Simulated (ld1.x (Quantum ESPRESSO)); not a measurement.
## Pseudopotential generation for arsenic (As): ultrasoft, PBE, scalar-relativistic.

arsenic (As), ultrasoft, made with ld1.x (Quantum ESPRESSO) 7.5 (PBE, scalar-relativistic). Core [Ar] 3d10, reference 4s1.75 4p3.25. Waves: 4s (bound): rcut 1.30, rcutus 1.70 bohr; 4s channel at 0.15 Ry: rcut 1.30, rcutus 1.70 bohr; 4p (bound): rcut 1.05, rcutus 1.35 bohr; 4p channel at 0.05 Ry: rcut 1.05, rcutus 1.35 bohr; 4d channel at -0.2 Ry: rcut 1.50, rcutus 1.65 bohr. Local part: all-electron potential smoothed inside 1.10 bohr (lloc = -2). Core correction: a·sin(br)/r model core inside 1.15 bohr. Augmentation charge: built from norm-conserving waves at rcut, not smoothed further.

All-electron outer shells of the reference configuration (PBE, scalar-relativistic, ld1.x):

```csv
shell,level (eV),outermost node (bohr),outermost maximum (bohr)
3p,-134.11,0.22,0.52
3d,-41.07,–,0.47
4s,-14.72,0.73,1.61
4p,-5.36,0.78,1.97
```

(1) Is a potential produced?

## Answers

(1) No. ld1.x (Quantum ESPRESSO) 7.5 stopped with "the pseudo-atom did not reach self-consistency". Before that it printed "Warning: n=2, l=1 expected 0 nodes, found 1".
